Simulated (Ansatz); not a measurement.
Energy needed to pull apart CHBFNO (SMILES O=C=NBF), closed shell, into free ground-state atoms, from the structure below (displaced at random from its PBE0-D4/def2-TZVP minimum); no zero-point or spin–orbit terms; open-shell atoms are treated unrestricted, in their ground-state multiplicity.

O1  (0.727, -2.324, 1.152)
C2  (0.604, -1.215, 0.465)
N3  (0.257, -0.472, -0.228)
B4  (-0.368, 0.941, -0.357)
F5  (-0.074, 1.608, -1.556)
H6  (-1.155, 1.258, 0.205)
(Å)

Program: Ansatz 0.2.0. Basis: def2-TZVPP. Cores are frozen in the correlated methods.

```json
{"method": "PBE-D4", "atomization energy (kJ/mol)": "?"}
{"method": "r2SCAN-D4", "atomization energy (kJ/mol)": "2669"}
{"method": "PBE0-D4", "atomization energy (kJ/mol)": "?"}
{"method": "wB97M-V", "atomization energy (kJ/mol)": "2656"}
{"method": "HF", "atomization energy (kJ/mol)": "1722"}
{"method": "MP2", "atomization energy (kJ/mol)": "2675"}
{"method": "CCSD", "atomization energy (kJ/mol)": "2455"}
{"method": "CCSD(T)", "atomization energy (kJ/mol)": "2530"}
```

Task: What does PBE0-D4 give? (An estimate is asked for; the value comes from the calculation.)

Result: By the calculation: 2659 kJ/mol, which is about 129 kJ/mol more than CCSD(T)/def2-TZVPP.

Task: What does PBE-D4 give? (To be estimated.)

Result: The calculation gives: 2800 kJ/mol, which is about 271 kJ/mol more than CCSD(T)/def2-TZVPP.

In triple zeta the MP2 and coupled-cluster atomization energies are still short of their basis limit by a few kcal/mol a bond, whereas those of the functionals are nearly converged, so these differences are not deviations from converged CCSD(T).

No T1 diagnostic of these runs exceeds 0.021.

For scale, one of the runs: CCSD(T)/def2-TZVPP forces, 169 basis functions, launched by `ansatz run in.yaml --threads 4 --pin off --events-out ev --progress --plain --max-ram 8704MiB`. The run took 2.1 min on 4 CPU threads of an Intel Xeon Platinum 8259CL (shared host), with 3 GiB of host memory at its peak.
